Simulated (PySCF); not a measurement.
UHF on Ti⁻ (titanium, charge -1), [Ar] 3d3 4s2, high-spin 4F determinant. Computed with PySCF 2.14 in aug-cc-pVDZ-DK (7s6p4d2f, 59 functions), with the spin-free X2C one-electron Hamiltonian (Gaussian nucleus).

```
cycle= 1 E= -852.7107103894  delta_E= -0.00381  |g|= 0.0166  |ddm|= 0.049
cycle= 2 E= -852.710816227864  delta_E= -0.000106  |g|= 0.00294  |ddm|= 0.0087
cycle= 3 E= -852.710820344424  delta_E= -4.12e-06  |g|= 0.000286  |ddm|= 0.00432
cycle= 4 E= -852.71082053441  delta_E= -1.9e-07  |g|= 0.000167  |ddm|= 0.00207
cycle= 5 E= -852.710820605192  delta_E= -7.08e-08  |g|= 2.05e-05  |ddm|= 0.00242
cycle= 6 E= -852.710820607636  delta_E= -2.44e-09  |g|= 3.17e-06  |ddm|= 0.000903
cycle= 7 E= -852.710820607703  delta_E= -6.66e-11  |g|= 5.7e-07  |ddm|= 0.000253
converged SCF energy = -852.710820607703  <S^2> = 4.139662  2S+1 = 4.190304
```

Highest occupied orbital energy: 0.180 eV; ⟨L²⟩ = 12.03; populations by l: s 8.00, p 12.00, d 3.00, f 0.00.

(1) Can this result be used?

Results:

(1) With care. Self-consistency was reached. ⟨S²⟩ = 4.14 against 3.75 shows spin contamination. At UHF the highest occupied level has a positive energy, so only the finite basis holds that electron.
